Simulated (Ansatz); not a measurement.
One change: `C/C=C/O` becomes `CB/C=C/O`.

Ansatz, PBE0-D4/def2-TZVP geometries, multiplicity 1. Each molecule was computed in one conformer, which needn't be the lowest.

| property | `C/C=C/O` |
| --- | --- |
| ideal-gas entropy at 298 K and 1 bar (rigid rotor, harmonic PBE0-D4/def2-TZVP) / J/(mol·K) | 289 |
| LUMO energy (PBE/def2-TZVPP) / eV | -0.01 |
| HOMO–LUMO gap (B3LYP/def2-TZVPP) / eV | 6.94 |
| size of the dipole moment (B3LYP/def2-TZVPP) / D | 1.17 |
| size of the dipole moment (PBE/def2-TZVPP) / D | 1.11 |
| zero-point energy (PBE0-D4/def2-TZVP) / kJ/mol | 223.4 |

Problem. What does the change do to each property? (Estimate.)

Solution. The calculation gave: 
| property | `CB/C=C/O` | shift |
| --- | --- | --- |
| ideal-gas entropy at 298 K and 1 bar (rigid rotor, harmonic PBE0-D4/def2-TZVP) / J/(mol·K) | 327 | 38 |
| LUMO energy (PBE/def2-TZVPP) / eV | -2.06 | -2.05 |
| HOMO–LUMO gap (B3LYP/def2-TZVPP) / eV | 5.69 | -1.25 |
| size of the dipole moment (B3LYP/def2-TZVPP) / D | 3.02 | 1.85 |
| size of the dipole moment (PBE/def2-TZVPP) / D | 3.13 | 2.02 |
| zero-point energy (PBE0-D4/def2-TZVP) / kJ/mol | 255.3 | 31.9 |

With PBE0 the HOMO falls by 0.84 eV and the LUMO falls by 2.14 eV, so the gap narrows by about 1.30 eV. PBE moves the HOMO by -0.95 eV and ωB97M-V by -0.77 eV. The zero-point energy changes by 31.9 kJ/mol with +6 modes. Dipoles are sizes alone; their direction can turn.

B3LYP here is the variant with VWN-RPA as its local correlation; programs differ in this.
